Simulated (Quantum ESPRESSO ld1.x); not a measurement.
All-electron atom: Os+ in [Xe] 4f14 5d6 6s1. Calculated with ld1.x of Quantum ESPRESSO 7.5: Dirac Kohn-Sham, BLYP, spin-unpolarised, spherical densities, point nucleus; open shells fill j = l - 1/2 first.

Unscreened Slater integrals over Kohn-Sham orbitals (eV). Large and small components are both included.

| integral | value |
|---|---|
| F0(6s1/2,6s1/2) | 8.7699 |
| F0(6s1/2,5d5/2) | 10.189 |
| G2(6s1/2,5d5/2) | 2.8793 |
| F0(6s1/2,5d3/2) | 10.279 |
| G2(6s1/2,5d3/2) | 2.6823 |
| F0(6s1/2,5p3/2) | 10.896 |
| G1(6s1/2,5p3/2) | 0.88538 |
| F0(5d5/2,5d5/2) | 13.762 |
| F2(5d5/2,5d5/2) | 6.9818 |
| F4(5d5/2,5d5/2) | 4.5588 |
| F0(5d5/2,5d3/2) | 14.026 |
| F2(5d5/2,5d3/2) | 7.1192 |
| G2(5d5/2,5d3/2) | 7.1109 |
| G4(5d5/2,5d3/2) | 4.6478 |
| F0(5d5/2,5p3/2) | 16.133 |
| F2(5d5/2,5p3/2) | 7.7019 |
| G1(5d5/2,5p3/2) | 9.1330 |
| G3(5d5/2,5p3/2) | 5.6054 |
| F0(5d3/2,5d3/2) | 14.306 |
| F2(5d3/2,5d3/2) | 7.2781 |
| F0(5d3/2,5p3/2) | 16.567 |
| F2(5d3/2,5p3/2) | 8.0611 |
| G1(5d3/2,5p3/2) | 9.7431 |
| G3(5d3/2,5p3/2) | 5.9815 |
| F0(5p3/2,5p3/2) | 20.388 |
| F2(5p3/2,5p3/2) | 10.963 |
